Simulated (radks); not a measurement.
All-electron atom: Mo XXXIV in [He] 2s2 2p5 (the NIST ground configuration). Method: scalar-relativistic Kohn-Sham, SCAN, spin-polarised, spherical densities, finite nucleus; open shells are filled with parallel spins first (spin-orbit coupling, left out, can overturn this in heavy ions); meta-GGA in the generalised Kohn-Sham scheme; Fermi nuclear charge, rms radius 4.4091 fm; computed with a radial shooting solver on a logarithmic mesh with Libxc functionals. Some entries of the table are withheld. Estimate them.

orbital,occ.,eigenvalue (eV),<1/r> (bohr^-1),<r> (bohr)
1s up,1,-21904.98,43.58,0.03513
1s down,1,-21894.53,43.60,0.03511
2s up,1,-4671.949,10.13,0.1491
2s down,1,-4656.824,10.11,0.1493
2p up,3,-4404.959,9.807,(1)
2p down,2,-4385.802,9.792,(2)

Answer. 
(1) 2p up <r> (bohr): 0.1292
(2) 2p down <r> (bohr): 0.1295
